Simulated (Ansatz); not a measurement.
Consider the redistribution: `B[SiH](F)Cl` + `CB[SiH](O)[SiH3]` → `B[SiH](O)F` + `CB[SiH]([SiH3])Cl`.

Isolated molecules relaxed with PBE0-D4/def2-TZVP in Ansatz; ΔE leaves out vibrations. CCSD(T)/CBS is the MP2 limit (def2-TZVPP, def2-QZVPP) plus CCSD(T) − MP2 in def2-TZVPP, frozen cores. One conformer a species, not always the lowest.

```csv
species,MP2/CBS(def2) energy (Eh)
`B[SiH](F)Cl`,-875.25724
`CB[SiH](O)[SiH3]`,-721.51473
`B[SiH](O)F`,-491.26804
`CB[SiH]([SiH3])Cl`,-1105.51350
```

**Question.** Work out ΔE.

**Answer.** ΔE = (-491.26804) + (-1105.51350) − (-875.25724) − (-721.51473) = -0.00957 Eh = -6.0 kcal/mol. CCSD(T)/CBS gives -5.7 kcal/mol.

Largest T1 diagnostic among the species: 0.013.
